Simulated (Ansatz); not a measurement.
`C#[C][Ti]([F])([F])[Cl]` + H–F → `C#[C][Ti]([F])([F])[F]` + HCl at 400 K and 1 bar (ligand exchange at a Ti–Cl bond).

Gas-phase electronic energies from Ansatz, PBE0-D4/def2-TZVP geometries. CCSD(T)/CBS is the MP2 limit (def2-TZVPP, def2-QZVPP) plus CCSD(T) − MP2 in def2-TZVPP, frozen cores. This one scheme is used for every species. For Ti outer-core shells are correlated without core-valence functions, which leaves a few kJ/mol of doubt a bond. Scalar relativity is left out up to krypton.

```json
{"species": "`C#[C][Ti]([F])([F])[Cl]`", "CCSD(T)/CBS energy (Eh)": "-1585.12976", "H − E (kJ/mol)": "99.8", "S (J/(mol·K))": "408.9"}
{"species": "H–F", "CCSD(T)/CBS energy (Eh)": "-100.39570", "H − E (kJ/mol)": "36.5", "S (J/(mol·K))": "182.2"}
{"species": "`C#[C][Ti]([F])([F])[F]`", "CCSD(T)/CBS energy (Eh)": "-1225.14941", "H − E (kJ/mol)": "101.1", "S (J/(mol·K))": "386.6"}
{"species": "HCl", "CCSD(T)/CBS energy (Eh)": "-460.38127", "H − E (kJ/mol)": "29.6", "S (J/(mol·K))": "195.4"}
```

H − E and S are ideal-gas, rigid-rotor, harmonic terms from PBE0-D4/def2-TZVP. 1 Eh = 2625.50 kJ/mol, R = 8.31446 J/(mol·K).

Q: By hand: ΔE, ΔH, ΔS and ΔG.

A: ΔE = (-1225.14941) + (-460.38127) − (-1585.12976) − (-100.39570) = -0.00522 Eh = -13.7 kJ/mol. Δ(H − E) = 101.1 + 29.6 − 99.8 − 36.5 = -5.6, so ΔH = -19.3 kJ/mol. ΔS = 386.6 + 195.4 − 408.9 − 182.2 = -9.1 J/(mol·K). ΔG = -19.3 − 400 × (-9.1)/1000 = -15.7 kJ/mol.

Q: By hand: the equilibrium constant, and the temperature at which ΔG would vanish if ΔH and ΔS stayed fixed.

A: log₁₀ K = −ΔG/(RT ln 10) = 2.1. ΔG = 0 at ΔH/ΔS = 2121 K, though so small a ΔS makes that figure unsure.

The number of gas molecules stays the same, so ΔS is small and ΔH decides. A doubt of 5 kJ/mol in ΔE shifts log₁₀ K by 0.7 here. These are equilibria of isolated gas molecules and say nothing of rates. Largest T1 diagnostic: 0.023 (customary marks: 0.02 for closed shells, 0.045 for open ones).
